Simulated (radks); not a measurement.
Removal energies from the cerium ion Ce6+, [Kr] 4d10 5s2 5p4, by Delta-SCF beside the eigenvalue of the level emptied. All-electron calculation, scalar-relativistic Kohn-Sham, PBE, spin-polarised, spherical densities, finite nucleus; Fermi nuclear charge, rms radius of each element as measured or else 0.836 A^(1/3) + 0.57 fm. Program: a radial shooting solver on a logarithmic mesh with Libxc functionals. Open shells are filled with parallel spins first.

| removed from | final configuration | Delta-SCF (eV) | -eigenvalue (eV) |
|---|---|---|---|
| 5p | [Kr] 4d10 5s2 5p3 | 92.299 | 85.763 |
| 5s | [Kr] 4d10 5s1 5p4 | 113.05 | 105.84 |
| 4d | [Kr] 4d9 5s2 5p4 | 198.44 | 185.91 |
| 4p | [Ar] 3d10 4s2 4p5 4d10 5s2 5p4 | 300.50 | 287.28 |
